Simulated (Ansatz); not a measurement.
Molecule: C₆H₈N, charge 0, multiplicity 2. It need not be the lowest isomer of its formula. 
Coordinates optimised at B3LYP-D3(BJ)/def2-TZVP (Ansatz, a program for electronic structure):
```
N
H 1 1.0044
C 1 1.3710 2 124.87
C 3 1.3874 1 107.17 2 180.00
H 4 1.0779 3 124.73 1 -180.00
C 1 1.3938 2 123.99 3 -180.00
C 6 1.3793 1 124.07 2 0.00
H 7 1.0786 6 120.08 1 -180.00
H 7 1.0807 8 118.19 6 -180.00
C 4 1.4012 5 126.96 3 -180.00
H 10 1.0772 4 127.32 5 0.00
C 3 1.4855 1 122.05 2 0.00
H 12 1.0888 3 110.06 1 180.00
H 12 1.0947 13 107.85 3 122.17
H 12 1.0947 13 107.85 14 115.66
```
Charge 0, spin multiplicity 2.

Dipole moments at this geometry, in debye (magnitudes).

```json
[
 {"level": "B97M-V/def2-TZVPD", "program": "Ansatz", "dipole (D)": "1.99"},
 {"level": "B3LYP/def2-TZVPD", "program": "Ansatz", "dipole (D)": "1.99"},
 {"level": "r2SCAN0/def2-TZVPD", "program": "Ansatz", "dipole (D)": "1.91"},
 {"level": "wB97M-V/def2-TZVPD", "program": "Ansatz", "dipole (D)": "2.03"},
 {"level": "CCSD(T)/aug-cc-pVDZ", "program": "Ansatz", "dipole (D)": "1.95"}
]
```
